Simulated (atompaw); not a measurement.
An all-electron radial function and its pseudo partner (O)

Columns: radius, all-electron u(r) and pseudo u(r) of the 2p shell (level -9.25 eV) of oxygen in the configuration [He] 2s1.5 2p4.5; PBE, non-relativistic, PAW (atompaw) scheme, atompaw 4.2.0.5.

```csv
r (bohr),all-electron,pseudo
0.056,0.0382,0.0068
0.112,0.1240,0.0268
0.167,0.2268,0.0586
0.223,0.3345,0.1022
0.279,0.4363,0.1554
0.335,0.5276,0.2165
0.390,0.6052,0.2818
0.446,0.6718,0.3514
0.502,0.7263,0.4218
0.558,0.7694,0.4906
0.613,0.8012,0.5545
0.669,0.8242,0.6139
0.725,0.8387,0.6660
0.781,0.8459,0.7095
0.837,0.8470,0.7437
0.892,0.8430,0.7680
0.948,0.8346,0.7834
1.004,0.8227,0.7900
1.060,0.8080,0.7887
1.115,0.7914,0.7810
1.171,0.7727,0.7679
1.227,0.7527,0.7508
1.283,0.7317,0.7312
1.338,0.7104,0.7103
1.394,0.6883,0.6883
1.450,0.6660,0.6660
```

**Question.** How many radial nodes do the two functions have?

**Answer.** The all-electron 2p function has n − l − 1 = 0; the pseudo-wave has 0.

**Question.** Where does each function peak?

**Answer.** Outermost all-electron maximum near 0.84 bohr, pseudo maximum near 1.00 bohr (to the table’s step).

**Question.** Is the pseudo-wave norm-conserving?

**Answer.** No, it belongs to a PAW set: the norm inside the radius is not constrained, and the difference is carried by the augmentation charge.
